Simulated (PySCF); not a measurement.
C7H14FNSi.
Numbering: `[CH2:1]=[C:2]([F:3])[Si@@H:4]1[CH2:5][C@@H:6]1[N:7]([CH3:8])[CH2:9][CH3:10]`

Probes without a nucleus sit at each ring's centroid and 1 Å off its mean plane on both sides; NICS is minus the shielding there, NICSzz its component along the normal. Level: GIAO PBE0/pcSseg-1 (PySCF, non-relativistic, gas phase) on the GFN2-xTB geometry, one conformer.

Ring bond lengths (Å), with Mayer bond orders in brackets: Si4–C5 1.882 (0.94), C5–C6 1.535 (0.90), C6–Si4 1.896 (0.89).

Question: What do the NICS probes read (ppm)?

Answer: 
```tsv
ring	type	NICS(0)	NICS(1), two faces	NICS(1)zz, two faces	rms pucker (Å)	centre to ring atoms, mean (Å)
Si4–C5–C6	3-membered ring with Si; formal bonds all single	-24.5	-8.6 / -6.3	-17.6 / -11.7	0.00	1.02
```

Question: What can be read from them?

Answer: 
- Si4–C5–C6: mean NICS(1)zz -14.6 ppm, shielded. Si4, C5, C6 have four or more neighbours; no verdict on aromaticity is drawn. The two faces differ by 5.9 ppm, so no symmetry operation interchanges them. NICS(0) lies 17 ppm below the mean NICS(1).

Question: List the ring angles and the Hirshfeld charges of the ring atoms.

Answer: 
- Si4–C5–C6: Si4 47.9° (+0.320 e), C5 66.5° (-0.170 e), C6 65.5° (-0.067 e); sum 180.0° against 180° for a flat convex ring.

Question: How shielded are the nuclei of the rings and their hydrogens (means over atoms taken as equivalent)?

Answer: 
| atoms | environment | σ isotropic (ppm) |
| --- | --- | --- |
| Si4 | SiH silicon | 484.6 |
| C5 | sp3 carbon bound to silicon | 170.5 |
| C6 | sp3 carbon bound to nitrogen | 141.2 |
| H on Si4 | Si–H hydrogen | 28.52 |
| H on C5 | methylene hydrogen | 30.52 |
| H on C5 | methylene hydrogen | 30.80 |
| H on C6 | methine hydrogen | 29.83 |

Time: 71 s; peak memory 1.2 GiB. Hardware: an Arm Neoverse V2 with one thread, on a shared host. This is the whole shielding run at PBE0/pcSseg-1, SCF included.

Shape of the structure used: `[CH2:1]=[C:2]([F:3])[Si@@H:4]1[CH2:5][C@@H:6]1[N:7]([CH3:8])[CH2:9][CH3:10]`: C1–C2–Si4–C5 36°, C5–C6–N7–C8 -149°, C6–N7–C9–C10 -67°.
